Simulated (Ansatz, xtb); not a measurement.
# C5H10Si: which of two isomers lies lower

Structure I is `C=C/C(C)=C/[SiH3]`, a singlet and structure II is `C/C=C/C=C/[SiH3]`, a singlet. Both are isolated molecules in the gas phase, relaxed with B3LYP-D3(BJ)/def2-SVP; the shapes shown needn't be the lowest conformers.

I (Å):

```xyz
16

C    -0.8696   -0.5443    3.8346
C    -0.0117   -0.5197    2.8021
C    -0.3239   -0.1094    1.4260
C    -1.7348    0.3281    1.1277
C     0.6491   -0.1362    0.4818
Si    0.4774    0.3399   -1.3216
H    -1.9167   -0.2483    3.7325
H    -0.5461   -0.8657    4.8276
H     1.0260   -0.8292    2.9711
H    -2.0184    1.1915    1.7518
H    -2.4518   -0.4788    1.3519
H    -1.8693    0.6147    0.0758
H     1.6415   -0.4721    0.8093
H     0.0594    1.7657   -1.4873
H     1.7970    0.1552   -1.9923
H    -0.5340   -0.5032   -2.0297
```

II (Å):

```tsv
atom	x (Å)	y (Å)	z (Å)
C	-2.8460	-0.9217	-0.3700
C	-1.8186	-0.0067	0.2152
C	-0.4869	-0.1235	0.0546
C	0.4839	0.7875	0.6404
C	1.8244	0.6933	0.4963
Si	3.0399	1.8817	1.2633
H	-3.5467	-0.3691	-1.0208
H	-3.4615	-1.3864	0.4207
H	-2.3863	-1.7257	-0.9645
H	-2.1948	0.8257	0.8247
H	-0.0887	-0.9480	-0.5503
H	0.0635	1.6054	1.2412
H	2.2102	-0.1373	-0.1113
H	2.2906	2.9188	2.0324
H	3.8724	2.5569	0.2211
H	3.9807	1.1774	2.1874
```

Q: Estimate E(II) − E(I) at the level CCSD(T)/def2-SVP + ΔMP2/def2-TZVPP.

A: Too close to call at this level: CCSD(T)/def2-SVP + ΔMP2/def2-TZVPP gives E(II) − E(I) = −3.51 kJ/mol.

Level by level:

```json
{"level": "GFN2-xTB", "geometry": "GFN2-xTB", "E(II) − E(I) (kJ/mol)": "−6.11", "departure from the last row (kJ/mol)": "−2.61", "job, with rough time for the two": "optimisation, 0.12 s"}
{"level": "HF/STO-3G", "geometry": "GFN2-xTB", "E(II) − E(I) (kJ/mol)": "−14.76", "departure from the last row (kJ/mol)": "−11.26", "job, with rough time for the two": "single point, 0.38 s"}
{"level": "r2SCAN-D4/def2-SVP", "geometry": "GFN2-xTB", "E(II) − E(I) (kJ/mol)": "−7.29", "departure from the last row (kJ/mol)": "−3.78", "job, with rough time for the two": "single point, 2.8 s"}
{"level": "B3LYP-D3(BJ)/def2-SVP", "geometry": "B3LYP-D3(BJ)/def2-SVP", "E(II) − E(I) (kJ/mol)": "−7.66", "departure from the last row (kJ/mol)": "−4.15", "job, with rough time for the two": "optimisation, 27 s"}
{"level": "HF/def2-SVP", "geometry": "B3LYP-D3(BJ)/def2-SVP", "E(II) − E(I) (kJ/mol)": "−15.03", "departure from the last row (kJ/mol)": "−11.53", "job, with rough time for the two": "part of the CCSD(T) run"}
{"level": "MP2/def2-SVP", "geometry": "B3LYP-D3(BJ)/def2-SVP", "E(II) − E(I) (kJ/mol)": "−6.59", "departure from the last row (kJ/mol)": "−3.08", "job, with rough time for the two": "part of the CCSD(T) run"}
{"level": "CCSD(T)/def2-SVP", "geometry": "B3LYP-D3(BJ)/def2-SVP", "E(II) − E(I) (kJ/mol)": "−6.42", "departure from the last row (kJ/mol)": "−2.91", "job, with rough time for the two": "single point"}
{"level": "CCSD(T)/def2-SVP + ΔMP2/def2-TZVPP", "geometry": "B3LYP-D3(BJ)/def2-SVP", "E(II) − E(I) (kJ/mol)": "−3.51", "departure from the last row (kJ/mol)": "", "job, with rough time for the two": "single point, 41 s"}
```

As drawn, both hold the same kinds of bond in the same numbers.

The largest departure from CCSD(T)/def2-SVP + ΔMP2/def2-TZVPP is that of HF/def2-SVP, 11.53 kJ/mol. The last row adds to CCSD(T) the change of the MP2 difference between the two basis sets, here +2.91 kJ/mol.

With thermal terms from frequencies at re-optimised GFN2-xTB minima (ideal gas, soft modes damped towards free rotors, one conformer each, 298.15 K, 1 atm): the zero-point term adds −0.77 kJ/mol; ΔH is −3.48 and ΔG −5.99 kJ/mol.

The correlated steps freeze 10 core orbitals. Programs: Ansatz 0.2.0, xtb 6.7.1; the last row on 2 threads of Intel(R) Xeon(R) 6975P-C (Granite Rapids) on a shared host.
